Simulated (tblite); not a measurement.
C6H13As.
Structure used (GFN2-xTB), in Å, numbered top down from 1:
```xyz
20
C6H13As angstrom
C      2.6540   -0.9993   -1.5681
C      1.7992   -0.0436   -1.2582
C      1.7358    0.6558    0.0595
C      0.4056    0.3885    0.7678
As    -1.1914    0.8818   -0.3216
C     -1.7139   -0.9475   -0.8515
C     -2.4352    1.0093    1.2037
H      3.3991   -1.3416   -0.8677
H      2.6568   -1.4777   -2.5330
H      1.0577    0.2911   -1.9802
H      2.5682    0.3385    0.6942
H      1.8284    1.7338   -0.1134
H      0.3775    0.9718    1.6928
H      0.3387   -0.6683    1.0400
H     -0.9708   -1.3817   -1.5181
H     -2.6704   -0.9277   -1.3736
H     -1.8117   -1.5838    0.0270
H     -2.3031    0.1648    1.8789
H     -2.2643    1.9306    1.7587
H     -3.4653    1.0160    0.8501
```

Calculated harmonic vibrations of the isolated species, GFN2-xTB (tblite), most abundant isotopes, no scaling. This tight-binding method is rough: wavenumbers can miss measured ones by several per cent, in bad cases by 10 to 20. One conformer, not necessarily the lowest.

Harmonic wavenumbers (cm⁻¹): 39.7, 68.3, 111.6, 136.4, 157.0, 167.0, 193.3, 225.7, 248.2, 336.7, 436.1, 559.8, 572.9, 575.1, 644.5, 734.4, 766.1, 807.6, 816.9, 854.3, 894.5, 912.1, 941.3, 1017.0, 1034.8, 1098.7, 1132.7, 1206.1, 1256.5, 1268.0, 1306.9, 1318.1, 1321.6, 1417.7, 1447.7, 1458.9, 1465.0, 1465.2, 1472.7, 1473.2, 1721.2, 2920.5, 2929.6, 2936.1, 2954.2, 2977.6, 2982.0, 2982.7, 2984.6, 2991.6, 2996.4, 3000.7, 3092.7, 3118.6.

A = 3505, B = 996.8, C = 884.0 MHz; mass 160.023 u (most abundant isotopes); point group C1, symmetry number 1.

Q: Zero-point energy?

A: ½Σν̃ = 36974 cm⁻¹ = 442.31 kJ/mol.

Q: Give the ideal-gas entropy at 350 K and 1 bar in the rigid-rotor, harmonic-oscillator model (classical rotation).

A: Translation 175.49, rotation 123.47, vibration 158.88: S = 457.8 J/(mol K).

Q: And Cp and H(350 K) − H(0)?

A: Cp = 187.73 J/(mol K), of which vibrations give 154.47 (their classical limit is 54 R = 449.0); H(350 K) − H(0) = 40.02 kJ/mol without the zero-point energy, 28.38 from vibrations.

Q: How do the functions run with temperature in this model?

A: 
| T (K) | S (J/(mol K)) | Cp (J/(mol K)) | H − H(0) (kJ/mol) | G − H(0) (kJ/mol) | ln q(vib) |
| --- | --- | --- | --- | --- | --- |
| 50 | 249.4 | 58.6 | 2.16 | -10.31 | 0.62 |
| 100 | 299.3 | 86.8 | 5.85 | -24.09 | 2.02 |
| 298.15 | 429.5 | 166.3 | 30.84 | -97.21 | 7.90 |
| 373.15 | 470.2 | 197.0 | 44.48 | -130.96 | 10.00 |
| 500 | 534.4 | 242.5 | 72.45 | -194.73 | 13.46 |
| 750 | 646.1 | 308.3 | 141.87 | -342.67 | 19.95 |
| 1000 | 741.3 | 353.3 | 224.91 | -516.39 | 25.95 |

q(vib) and H(0) count from the zero-point level.

Q: What must be added to the electronic energy to get the Gibbs energy at 350 K and 1 bar?

A: ZPE + [H(350 K) − H(0)] − T·S = 442.31 + 40.02 − 160.24 = 322.09 kJ/mol.

Q: Blend soft modes into free rotors: weight 1/[1 + (100 cm⁻¹/ν̃)⁴] for the oscillator and the rest for a rotor with moment μB/(μ + B), μ = h/(8π²ν), B = 10⁻⁴⁴ kg m². What vibrational entropy results?

A: 146.42 J/(mol K) in place of 158.88, which changes −T·S at 350 K by +4.36 kJ/mol.

Q: Which modes carry the vibrational entropy at 350 K?

A: 39.7 cm⁻¹: 23.40; 68.3 cm⁻¹: 18.90; 111.6 cm⁻¹: 14.87; 136.4 cm⁻¹: 13.23; 157.0 cm⁻¹: 12.10; 167.0 cm⁻¹: 11.60 J/(mol K); the other 48 give 64.78 together.

Hindered rotation and anharmonicity are outside this model. Other conformers, if any are populated, would add a mixing term that is left out. The structure is chiral; the term R ln 2 for an equal mix with its mirror image is left out.
